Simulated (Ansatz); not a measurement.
Total energies of (MgO)2 ring (Mg2O2) from Ansatz at PBE0-D4/def2-TZVP, gas phase (1 Eh = 27.2114 eV = 2625.5 kJ/mol). The reference geometry is relaxed at r2SCAN-D4/def2-TZVP.

| state | geometry | energy (Eh) |
| --- | --- | --- |
| charge 0 singlet | reference | -550.33753 |
| charge 1 doublet | reference | -550.05466 |
| free Mg atom (singlet) | – | -199.96078 |
| free O atom (triplet) | – | -75.01860 |

**Question.** Work out the vertical ionisation energy to the doublet.

**Answer.** E(charge 1 doublet) − E(charge 0 singlet) = -550.05466 − (-550.33753) = 0.28287 Eh = 7.70 eV. For comparison, −ε of the highest occupied level is 5.81 eV at this level, 1.89 eV less.

**Question.** What is the binding energy per atom against free atoms?

**Answer.** Atoms: 2 × (-199.96078) + 2 × (-75.01860) = -549.95876 Eh. Binding: -549.95876 − (-550.33753) = 0.37877 Eh = 10.31 eV, or 2.58 eV for each of 4 atoms (no zero-point energy, no counterpoise term).
